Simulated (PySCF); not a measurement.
**Structure from NMR data**

An unknown has the formula C10H11N. Its calculated NMR data are:

$^{1}$H NMR (600 MHz, computed): δ 7.84 (d, 1H), 7.42 (m, 1H), 7.35 (m, 1H), 7.34 (m, 1H), 6.58 (m, 1H), 3.77 (s, 3H), 2.52 (s, 3H).

$^{13}$C{$^{1}$H} NMR (computed): δ 140.8 (C), 139.7 (C), 133.6 (C), 125.2 (CH), 125.1 (CH), 124.2 (CH), 111.2 (CH), 106.3 (CH), 29.9 (CH3), 15.4 (CH3).

- geometry from GFN2-xTB
- shieldings: GIAO PBE0/pcSseg-1
- code: PySCF 2.14.0 with density-fitted response routines
- isolated molecule, fast rotation and ring inversion assumed for equivalent nuclei, one computed conformer, non-relativistic

Shifts are taken against calculated references (same method and geometry level): $^{1}$H (31.72 ppm) and $^{13}$C (186.93 ppm) vs TMS.

Q: Which candidate is it?
A. C=CC(=C)Cc1ccccn1
B. Cc1cc2ccccc2n1C
C. C=C=C(C)n1cccc1C=C
D. CCCc1cccc(C#N)c1

A: B. 

Rings plus π bonds: 6 (2 rings in the answer). 10 carbon signals for 10 carbons: no two carbons are equivalent. Carbon types of the structure: 3 × C, 5 × CH, 2 × CH3, which accounts for all hydrogens. δC 140.8, 133.6: ring-fusion aromatic carbon. δC 139.7: substituted aromatic carbon next to a ring nitrogen. δC 125.2, 125.1, 124.2, 111.2, 106.3: aromatic CH. δC 15.4: methyl carbon on an aromatic ring; saturated and bonded to C and H only. δH 3.77: hydrogen on a methyl carbon bonded to N; its carbon carries N, hence the downfield position.

The others: C=C=C(C)n1cccc1C=C would give 8 signals for carbon-bound and other non-exchanging H, not 7; C=CC(=C)Cc1ccccn1 would give 10 signals for carbon-bound and other non-exchanging H, not 7; CCCc1cccc(C#N)c1 has carbons computed at 151.4, 139.5, 137.5, 136.7, 134.7, 124.8, 117.8, 44.2, 34.6, 17.7, with a different DEPT pattern.

Shifts are as computed. Against solution values, carbons near 30 ppm lie about +3 ppm off and those near 130 ppm about +5 ppm. Of 1211 compounds with measured shifts, 218 miss one by over three times the rms of a fit or turn the order of signals round; such compounds aren't used in these exercises. Multiplicities follow the n + 1 count of equivalent neighbours, as no J values were calculated; m marks all less simple cases, F and P coupling included.
